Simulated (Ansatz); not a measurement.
# Ligand exchange: C3H8O + C2H10Si2 → C2H8OSi + C3H10Si

Species: C3H8O (methoxyethane) `CCOC`, singlet; C2H10Si2 `CC[SiH2][SiH3]`, singlet; C2H8OSi `CCO[SiH3]`, singlet; C3H10Si `CC[SiH2]C`, singlet. The partners trade CH3 for SiH3: O–CH3 and Si–SiH3 bonds give way to O–SiH3 and Si–CH3.

Shapes, held fixed at every level: PBE0-D4/def2-TZVP. Flexible molecules stand in one conformer, not always the lowest. Programs: Ansatz 0.2.0. The zero-point and thermal change to 298 K, harmonic and unscaled (PBE0-D4/def2-TZVP), is -2.0 kJ/mol.

**Question.** Estimate ΔH(298 K) of this reaction.

**Answer.** The highest level, CCSD(T)/CBS estimate, gives ΔH(298 K) = -169.6 kJ/mol; the levels span -170.4 to -143.0. The column of differences is taken from that level and isn't an error. No measured value is set beside it here. The CBS estimate extrapolates MP2 from def2-TZVPP and def2-QZVPP and adds CCSD(T) − MP2 in the triple-zeta set, cores frozen.

```
               level                   kind  ΔH(298 K) (kJ/mol)  less CCSD(T)/CBS estimate
 B3LYP-D4/def2-TZVPP          global hybrid              -163.2                       +6.4
  PBE0-D4/def2-TZVPP          global hybrid              -150.4                      +19.2
   B2PLYP/def2-TZVPP          double hybrid              -170.4                       -0.8
        MP2/def2-SVP    perturbation theory              -157.3                      +12.3
    CCSD(T)/def2-SVP  coupled cluster or CI              -143.0                      +26.6
  CCSD(T)/def2-TZVPP  coupled cluster or CI              -166.0                       +3.6
CCSD(T)/CBS estimate  coupled cluster or CI              -169.6                        0.0
```
